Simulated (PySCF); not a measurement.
Species: `C=CC(=O)C(C)(C)C`. The columns A, B, C and D hold Mulliken, IAO, Hirshfeld and ESP-fitted charges (e) of one PBE0/pcSseg-1 density (PySCF), in a shuffled order. Coordinates in Å (PBE0-D3(BJ)/def2-SVP); the density's dipole moment is (-0.39, 0.82, 2.45) D.

| atom | x | y | z | A | B | C | D |
| --- | --- | --- | --- | --- | --- | --- | --- |
| C1 | 2.950 | -0.437 | 0.245 | -0.258 | -0.078 | -0.239 | -0.059 |
| C2 | 1.653 | -0.238 | 0.493 | -0.388 | -0.282 | -0.205 | -0.060 |
| C3 | 0.627 | -0.513 | -0.559 | +0.600 | +0.409 | +0.366 | +0.162 |
| O4 | 0.958 | -0.896 | -1.659 | -0.498 | -0.364 | -0.420 | -0.217 |
| C5 | -0.845 | -0.290 | -0.194 | +0.457 | -0.683 | +0.003 | +0.014 |
| C6 | -1.042 | 1.188 | 0.168 | -0.543 | -0.164 | -0.406 | -0.113 |
| C7 | -1.207 | -1.178 | 1.004 | -0.555 | -0.163 | -0.406 | -0.114 |
| C8 | -1.716 | -0.653 | -1.392 | -0.601 | -0.124 | -0.404 | -0.122 |
| H9 | 3.255 | -0.804 | -0.740 | +0.175 | +0.144 | +0.170 | +0.051 |
| H10 | 3.721 | -0.245 | 0.995 | +0.168 | +0.130 | +0.157 | +0.058 |
| H11 | 1.323 | 0.127 | 1.469 | +0.186 | +0.112 | +0.141 | +0.045 |
| H12 | -0.453 | 1.487 | 1.048 | +0.118 | +0.114 | +0.132 | +0.037 |
| H13 | -2.103 | 1.377 | 0.399 | +0.150 | +0.120 | +0.139 | +0.043 |
| H14 | -0.759 | 1.844 | -0.670 | +0.133 | +0.123 | +0.141 | +0.042 |
| H15 | -2.271 | -1.046 | 1.256 | +0.152 | +0.120 | +0.139 | +0.043 |
| H16 | -1.045 | -2.242 | 0.773 | +0.136 | +0.123 | +0.141 | +0.042 |
| H17 | -0.622 | -0.932 | 1.902 | +0.121 | +0.114 | +0.132 | +0.037 |
| H18 | -2.778 | -0.492 | -1.153 | +0.152 | +0.108 | +0.129 | +0.037 |
| H19 | -1.457 | -0.042 | -2.268 | +0.147 | +0.122 | +0.145 | +0.038 |
| H20 | -1.576 | -1.705 | -1.678 | +0.146 | +0.120 | +0.144 | +0.038 |

Problem. Which column most likely holds the ESP-fitted charges?

Solution. A. Σ q r misses the density's dipole by 0.02 D (A), 0.25 D (B), 0.32 D (C), 0.93 D (D). Charges fitted to the outside potential are the only set here that is tied to the molecule's multipoles.

Problem. And the Hirshfeld charges?

Solution. D. The mean sizes are 0.069 e (D), 0.186 e (B), 0.208 e (C), 0.284 e (A), and Hirshfeld charges are commonly the smallest of these schemes.

As computed, A = ESP-fitted, B = Mulliken, C = IAO, D = Hirshfeld. Hydrogens on carbon: ESP-fitted +0.12 to +0.19, Mulliken +0.11 to +0.14, IAO +0.13 to +0.17, Hirshfeld +0.04 to +0.06 e.

The Hirshfeld scheme divides the density at each point in proportion to the densities of the neutral, spherically averaged free atoms. The IAO scheme counts the electrons in orthogonalised intrinsic atomic orbitals, a minimal basis polarised so that it spans the occupied orbitals exactly.

The structure is a single PBE0-D3(BJ)/def2-SVP conformer in the gas phase; no vibrational or solvent corrections.

Shape of the structure used: `[CH2:1]=[CH:2][C:3](=[O:4])[C:5]([CH3:6])([CH3:7])[CH3:8]`: C1–C2–C3–O4 -1°, C2–C3–C5–C6 61°.
